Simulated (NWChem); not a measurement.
Species: CH$_{3}$BF$_{2}$O; SMILES OCB(F)F

```xyz
8

O      0.0659    -1.9440     0.0967
C     -0.7449    -0.8121    -0.0762
B     -0.0038     0.5663     0.0046
F     -0.6613     1.7088     0.0450
F      1.3169     0.6289    -0.0067
H      0.9044    -1.7866    -0.3489
H     -1.3132    -0.8319    -1.0349
H     -1.5308    -0.8277     0.7001
```
Atoms are numbered in this order, from 1.

Results from NWChem. Pople sets run with spherical d functions. The geometry was optimised at PBE0/def2-SVP. B3LYP is NWChem's, with the RPA form of VWN correlation. Vertical excitations in the gas phase; the lowest state need not have the same character in each row.

Question: Order these by “lowest excitation, singlet (eV)”, lowest first: BHandHLYP/6-31G*, TDA; PBE/6-31G*, TDA; B3LYP/6-31G*, TDA; CAM-B3LYP/6-31G*, TDA.

Answer: PBE/6-31G*, TDA (5.57), B3LYP/6-31G*, TDA (6.66), CAM-B3LYP/6-31G*, TDA (7.34), BHandHLYP/6-31G*, TDA (8.05)
